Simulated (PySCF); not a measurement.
Input of a run (PBE0-D3(BJ)/def2-SVP geometry optimisation, gas phase (PySCF 2.14.0)), started from GFN2-xTB:
```
{"job": {"xc": "PBE0", "basis": "def2-SVP", "d3": "d3bj", "grid": 1, "shake": 0.01, "kind": "geom"}, "charge": 0, "multiplicity": 1}
C      3.032650     0.725880     0.063020
C      1.719010     0.855990    -0.217060
C      0.618220     0.957750     0.807980
B     -0.034680    -0.456810     0.848310
C     -1.308710    -0.796130    -0.037960
C     -2.011730    -1.901290     0.191970
C     -1.745140     0.156070    -1.107000
H      3.772330     0.686690    -0.721210
H      3.375740     0.743850     1.092110
H      1.388170     0.863170    -1.234800
H      1.081130     1.214160     1.784250
H     -0.030780     1.768380     0.535650
H      0.345790    -1.282350     1.537340
H     -1.735990    -2.606160     0.964890
H     -2.903810    -2.165140    -0.363330
H     -2.645350    -0.193210    -1.608140
H     -1.972280     1.147250    -0.684180
H     -0.972100     0.293870    -1.837580
```

Output (energies in Eh, forces in Eh/bohr):
```
step   0  E = -259.54600978  max force = 0.036715
step   1  E = -259.55387475  max force = 0.004146
step   2  E = -259.55413847  max force = 0.002237
step   3  E = -259.55425772  max force = 0.002490
step   4  E = -259.55445787  max force = 0.002737
step   5  E = -259.55489678  max force = 0.003360
step   6  E = -259.55503650  max force = 0.001482
step   7  E = -259.55509482  max force = 0.000983
step   8  E = -259.55512536  max force = 0.000821
step   9  E = -259.55516600  max force = 0.000755
step  10  E = -259.55518197  max force = 0.000843
step  11  E = -259.55518598  max force = 0.000373
optimisation converged
```

Question: Summarise the run.

Answer: The energy falls by 5.8 kcal/mol over 12 energy and gradient evaluations, the largest force component goes from 0.0367 to 3.7e-04 Eh/bohr, and the atoms move by 0.447 Å rms after alignment. The bond that changes most is B4–H13 (three-coordinate boron to B–H hydrogen), which lengthens by 0.071 Å. Bonds longer at the end by more than 0.005 Å: 12 of 17; shorter: 4. Among the angles that change most is C2–C3–B4, from 105.2° to 92.0°. Among the dihedrals that turn most is C1–C2–C3–H12, from 133° to 163°. The energy never rose by more than 1e-6 Eh on the way. The first step brought 86 % of the lowering.

Question: What are the final bond lengths?

Answer: C1=C2 1.342 Å, C2–C3 1.502 Å, C3–B4 1.575 Å, B4–C5 1.560 Å, C5=C6 1.347 Å, C5–C7 1.504 Å, C1–H8 1.093 Å, C1–H9 1.094 Å, C2–H10 1.096 Å, C3–H11 1.098 Å, C3–H12 1.098 Å, B4–H13 1.212 Å, C6–H14 1.094 Å, C6–H15 1.097 Å, C7–H16 1.101 Å, C7–H17 1.103 Å, C7–H18 1.103 Å. Numbering counts from 1 in the input's order; the species is `C=CCBC(=C)C`.

The run used 153 basis functions and 87 SCF cycles in all. On Arm Neoverse N1, one thread (shared host), this took 3.3 min and 0.63 GiB of memory at its peak.

No frequency check. The numbers are those of one conformer.
